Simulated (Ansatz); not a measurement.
BH$_{5}$SSeSi (`SB[SiH2][SeH]`). The species carries charge 0 and has multiplicity 1. The geometry is a stationary point of PBE0-D4/def2-TZVP. It is one conformer, not always the lowest.

```xyz
9

S    -1.806    0.999    0.010
B    -0.800   -0.246   -0.722
Si    0.948   -0.696    0.159
Se    1.394    0.583    2.005
H    -2.831    1.001   -0.863
H    -1.161   -0.795   -1.718
H     2.060   -0.606   -0.827
H     0.921   -2.086    0.692
H     1.275    1.845    1.263
```

**Question.** What is the dipole moment at r2SCAN/def2-TZVPP? (An estimate is asked.)

**Answer.** The calculation gave: 2.18 D, with components (-1.47, 0.29, -1.58) D in this frame, pointing from negative to positive charge.

**Question.** And with PBE, B3LYP, ωB97M-V? (An estimate is asked.)

**Answer.** Ansatz gave: PBE 2.08 D, B3LYP 2.13 D, ωB97M-V 2.19 D.

**Question.** Give the Mulliken charges with r2SCAN, ωB97M-V, B3LYP in def2-TZVPP. (Estimate.)

**Answer.** The calculation gave: 
```json
{"atom": "S1", "r2SCAN": "-0.07", "ωB97M-V": "-0.07", "B3LYP": "-0.09"}
{"atom": "B2", "r2SCAN": "-0.02", "ωB97M-V": "-0.08", "B3LYP": "0.01"}
{"atom": "Si3", "r2SCAN": "0.23", "ωB97M-V": "0.09", "B3LYP": "0.17"}
{"atom": "Se4", "r2SCAN": "-0.21", "ωB97M-V": "-0.20", "B3LYP": "-0.19"}
{"atom": "H5", "r2SCAN": "0.11", "ωB97M-V": "0.12", "B3LYP": "0.11"}
{"atom": "H6", "r2SCAN": "0.02", "ωB97M-V": "0.09", "B3LYP": "0.05"}
{"atom": "H7", "r2SCAN": "-0.07", "ωB97M-V": "-0.02", "B3LYP": "-0.06"}
{"atom": "H8", "r2SCAN": "-0.07", "ωB97M-V": "-0.01", "B3LYP": "-0.06"}
{"atom": "H9", "r2SCAN": "0.06", "ωB97M-V": "0.07", "B3LYP": "0.05"}
```

B3LYP here is the variant with VWN-RPA as its local correlation; programs differ in this.
